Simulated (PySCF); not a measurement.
chromium atom (Cr), septet; SVWN5/def2-SVP in PySCF.

Here is a job for PySCF.
```python
from pyscf import gto, scf, dft

mol = gto.M(
    atom='''
Cr    0.000000    0.000000    0.000000
''',
    basis='def2-svp',
    charge=0,
    spin=6,
    verbose=5,
)

mf = dft.UKS(mol)
mf.xc = 'lda,vwn'
mf.grids.prune = dft.gen_grid.sg1_prune
mf.kernel()
```

The log (banner, timings and long lists left out):

```
PySCF version 2.14.0

[INPUT] verbose = 5
[INPUT] max_memory = 4000
[INPUT] num. atoms = 1
[INPUT] num. electrons = 24
[INPUT] charge = 0
[INPUT] spin (= nelec alpha-beta = 2S) = 6
[INPUT] symmetry False subgroup None
[INPUT] Mole.unit = angstrom
[INPUT] Symbol           X                Y                Z      unit          X                Y                Z       unit  Magmom
[INPUT]  1 Cr     0.000000000000   0.000000000000   0.000000000000 AA    0.000000000000   0.000000000000   0.000000000000 Bohr   0.0
[INPUT] ---------------- BASIS SET ----------------
[INPUT] l, kappa, [nprim/nctr], expnt,             c_1 c_2 ...
[INPUT] Cr
[INPUT] 0    0    [6    /1   ]  51528.086349      0.0014405823106
                                7737.2103487      0.011036202287
                                1760.374847       0.054676651806
                                496.87706544      0.18965038103
                                161.46520598      0.3829541285
                                55.466352268      0.29090050668
[INPUT] 0    0    [3    /1   ]  107.54732999      -0.109322811
                                12.408671897      0.64472599471
                                5.0423628826      0.4626271256
[INPUT] 0    0    [3    /1   ]  8.5461640165      -0.22711013286
                                1.3900441221      0.73301527591
                                0.56066602876     0.44225565433
[INPUT] 0    0    [1    /1   ]  0.071483705972       1
[INPUT] 0    0    [1    /1   ]  0.028250687604       1
[INPUT] 1    0    [5    /1   ]  640.48536096      0.0096126715203
                                150.69711194      0.070889834655
                                47.503755296      0.2706525899
                                16.934120165      0.52437343414
                                6.240968059       0.34107994714
[INPUT] 1    0    [3    /1   ]  3.0885463206      0.33973986903
                                1.1791047769      0.57272062927
                                0.43369774432     0.24582728206
[INPUT] 1    0    [1    /1   ]  0.120675             1
[INPUT] 2    0    [4    /1   ]  27.559479426      0.030612488044
                                7.4687020327      0.15593270944
                                2.4345903574      0.36984421276
                                0.78244754808     0.47071118077
[INPUT] 2    0    [1    /1   ]  0.21995774311        1
[INPUT] 3    0    [1    /1   ]  1.147                1

nuclear repulsion = 0
number of shells = 11
number of NR pGTOs = 73
number of NR cGTOs = 31
basis = def2-svp
ecp = {}

******** <class 'pyscf.dft.uks.UKS'> ********
method = UKS
initial guess = minao
damping factor = 0
level_shift factor = 0
DIIS = <class 'pyscf.scf.diis.CDIIS'>
diis_start_cycle = 1
diis_space = 8
diis_damp = 0
SCF conv_tol = 1e-09
SCF conv_tol_grad = None
SCF max_cycles = 50
direct_scf = True
direct_scf_tol = 1e-13
number electrons alpha = 15  beta = 9
XC library pyscf.dft.libxc version 7.1.2
    S. Lehtola, C. Steigemann, M. J. T. Oliveira, and M. A. L. Marques,  SoftwareX 7, 1–5 (2018)
XC functionals = lda,vwn
    P. A. M. Dirac,  Math. Proc. Cambridge Philos. Soc. 26, 376 (1930)
    F. Bloch,  Z. Phys. 57, 545 (1929)
    S. H. Vosko, L. Wilk, and M. Nusair,  Can. J. Phys. 58, 1200 (1980)
radial grids:
    Treutler-Ahlrichs [JCP 102, 346 (1995); DOI:10.1063/1.469408] (M4) radial grids

becke partition: Becke, JCP 88, 2547 (1988); DOI:10.1063/1.454033
pruning grids: <function sg1_prune>
grids dens level: 3
symmetrized grids: False
atomic radii adjust function: <function treutler_atomic_radii_adjust>
small_rho_cutoff = 0
Set gradient conv threshold to 3.16228e-05
Traceback (most recent call last):
  File "input.py", line 16, in <module>
  File "<string>", line 2, in kernel
  File "site-packages/pyscf/scf/hf.py", line 2099, in scf
  File "site-packages/pyscf/scf/hf.py", line 132, in kernel
  File "site-packages/pyscf/dft/uks.py", line 42, in get_veff
  File "site-packages/pyscf/dft/uks.py", line 192, in initialize_grids
  File "site-packages/pyscf/dft/rks.py", line 506, in initialize_grids
  File "site-packages/pyscf/dft/gen_grid.py", line 653, in build
  File "<string>", line 6, in gen_atomic_grids
  File "site-packages/pyscf/dft/gen_grid.py", line 318, in gen_atomic_grids
  File "site-packages/pyscf/dft/gen_grid.py", line 81, in sg1_prune
IndexError: index 24 is out of bounds for axis 0 with size 19
```

The input was rejected before any calculation.
